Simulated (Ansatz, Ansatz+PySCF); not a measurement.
```xyz
6

C     0.0261    0.0086   -0.6816
C     0.0386   -0.0100    0.7535
H    -0.0206   -0.9539   -1.2624
H    -0.0159    0.9232   -1.2561
H    -0.9154   -0.0433    1.2846
H     0.9649   -0.0379    1.2993
```

Basis set: def2-SVP (spherical functions). Correlated methods keep 2 orbitals frozen. Correlation on ROHF uses semicanonical orbitals with singles. Charge 0, multiplicity 3.

Computed with Ansatz (development build ahead of 0.2.0); each method stands on the lowest determinant of its kind that the runs found. Restricted functionals stand beside restricted open-shell atoms, which can lie above the unrestricted atoms usual in DFT and then raise those values.

The atomization energy at this shape (free ground-state atoms in the same class of orbitals less the molecule, no zero-point energy) of triplet C2H4:

```csv
method,atomization energy
ωB97X (unrestricted),21.59 eV
ωB97X (restricted open-shell),21.67 eV
r²SCAN (unrestricted),21.98 eV
r²SCAN (restricted open-shell),22.02 eV
PBE0 (unrestricted),21.89 eV
PBE0 (restricted open-shell),21.91 eV
PBE (unrestricted),22.05 eV
UHF-CCSD(T),20.58 eV
ROHF-MP2,20.58 eV
UHF-MP2,20.54 eV
UHF,16.88 eV
```

What does ROHF give?

16.94 eV. Caution: another spin multiplicity may lie lower.
